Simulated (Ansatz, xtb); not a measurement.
System: HfO2 (charge +1, doublet). The spin state was set by rule; other spins were not relaxed. 
Coordinates optimised at B3LYP-D3(BJ)/def2-TZVP (Ansatz, an electronic-structure program):
```xyz
3

Hf    -0.0648    -0.1762    -0.1173
O      1.3002     0.9774    -0.3065
O     -0.7166     0.6082     1.3624
```
Charge +1, spin multiplicity 2.

Harmonic wavenumbers from GFN2-xTB (xtb, at its own minimum), cm⁻¹: 140, 584, 587.

Problem. Give the harmonic wavenumbers at B3LYP-D3(BJ)/def2-TZVP (Ansatz, finite differences of forces, unscaled).

Solution. 197, 238, 880 cm⁻¹. Zero-point energy 1.9 kcal/mol.

Problem. From these and the geometry, give the ideal-gas thermochemistry at 298.15 K and 1 atm (rigid rotor, harmonic oscillator).

Solution. Point group C2v, rotational symmetry number 2. Rotational constants 12.56, 9.039, 5.257 GHz. S(trans) 41.94, S(rot) 22.42, S(vib) 4.13, S(elec, spin only) 1.38, S 69.9 cal/(mol K). H(298) - H(0) 3.08 kcal/mol; G - E(el) -15.9 kcal/mol.
